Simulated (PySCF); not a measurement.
CHOS, SMILES C(=S)=[OH+], charge +1. Geometry optimised at PBE-D3(BJ)/def2-TZVP. The isomer is the one that the SMILES or the coordinates give; other isomers of the formula were not compared.

All values below come from PBE-D3(BJ)/def2-TZVP in PySCF.

Harmonic wavenumbers (cm⁻¹): 427, 461, 896, 993, 1900, 3467. Rotational constants (GHz): 762.4, 5.685, 5.642; symmetry number 1.

### Question
Work out the zero-point energy and the ideal-gas rigid-rotor harmonic-oscillator thermochemistry at 298.15 K and 1 atm.

### Answer
ZPE = ½ Σ hcν = ½ × 8144 cm⁻¹ = 48.71 kJ/mol. H − E(el) = 60.29 kJ/mol. Entropy in J/(mol K): translation 160.03, rotation 84.16, vibration 7.83, total 252.02. G − E(el) = -14.85 kJ/mol. Cp = 48.55 J/(mol K).
